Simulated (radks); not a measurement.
Sm3+, configuration [Xe] 4f5. All-electron calculation, Dirac Kohn-Sham, PBE, spin-unpolarised, spherical densities, finite nucleus; open shells fill j = l - 1/2 first; Fermi nuclear charge, rms radius 5.0819 fm. Program: a radial shooting solver on a logarithmic mesh with Libxc functionals. Some entries of the table are withheld. Estimate them.

orbital,occ.,eigenvalue (hartree),<r^2> (bohr^2)
1s1/2,2,-1714.599,0.0007049
2s1/2,2,-281.0094,0.01105
2p1/2,2,-266.4267,(1)
2p3/2,4,-244.2744,(2)
3s1/2,2,(3),0.07418
3p1/2,2,-56.20257,0.06935
3p3/2,4,-51.71768,0.07655
3d3/2,4,-40.82490,0.06159
3d5/2,6,-39.85108,0.06361
4s1/2,2,-13.33602,0.3778
4p1/2,2,-10.92644,0.3992
4p3/2,4,-9.93810,0.4385
4d3/2,4,-5.96959,0.5085
4d5/2,6,-5.79226,0.5241
5s1/2,2,-2.60651,2.130
5p1/2,2,-1.93586,2.639
5p3/2,4,-1.79185,2.922
4f5/2,5,-1.19676,1.049
4f7/2,0,-1.17473,1.074

Answer. 
(1) 2p1/2 <r^2> (bohr^2): 0.008049
(2) 2p3/2 <r^2> (bohr^2): 0.009292
(3) 3s1/2 eigenvalue (hartree): -62.48083
